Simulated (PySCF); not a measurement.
H4PbSSi, SMILES [SH][Pb][SiH3] (connectivity only; charge and spin as stated), neutral, multiplicity 1.

Coordinates come from a B3LYP-D3(BJ)/def2-SVP optimisation. The def2 effective core potentials stand for the cores of Pb; spin–orbit coupling is left out. Other conformers were not sampled.

Method: PySCF with r2SCAN/def2-TZVPD.

```json
{
  "total_energy": "-883.04801 hartree",
  "highest_occupied_level": "-5.78 eV",
  "lowest_empty_level": "-3.42 eV",
  "orbital_gap": "2.36 eV",
  "dipole_moment": "2.99 D",
  "quadrupole, principal values (traceless, Buckingham form, about the centre of nuclear charge)": "-3.58, -1.00, 4.57 D·Å",
  "mean_static_polarisability": "111.4 bohr³ (16.51 Å³)",
  "polarisability_principal_values": "76.6, 116.8, 140.9 bohr³"
}
```
